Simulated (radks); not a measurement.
The numbers below are computed, except where a source is named.
Problem. Isoelectronic series with 27 electrons, all held in the configuration [Ar] 3d7 4s2, which need not be the ground one along the series. Code: a radial shooting solver on a logarithmic mesh with Libxc functionals. Model: Dirac Kohn-Sham, BLYP, spin-unpolarised, spherical densities, point nucleus; open shells fill j = l - 1/2 first. Total energies (hartree) and mean radii <r> (bohr):

ion,E (hartree),4s1/2,3d5/2,3d3/2
Co,-1393.52467,2.894,1.076,1.069
Ni+,-1520.35183,2.409,0.9290,0.9238
Cu2+,-1653.32312,2.101,0.8281,0.8239
Zn3+,-1792.42391,1.878,0.7520,0.7483
Ga4+,-1937.65372,1.707,0.6915,0.6881
Ge5+,-2089.01995,1.568,0.6416,0.6385
As6+,-2246.53503,1.454,0.5995,0.5965
Se7+,-2410.21492,1.357,0.5632,0.5603
Br8+,-2580.07827,1.273,0.5316,0.5287
Kr9+,-2756.14597,1.200,0.5036,0.5008
Sr11+,-3126.98721,1.078,0.4563,0.4535
Zr13+,-3522.94064,0.9795,0.4176,0.4148
Nb14+,-3730.40423,0.9370,0.4008,0.3980

Estimate the row of Rb10+.

Solution. E (hartree) -2938.44079; 4s1/2 1.135; 3d5/2 0.4787; 3d3/2 0.4759.
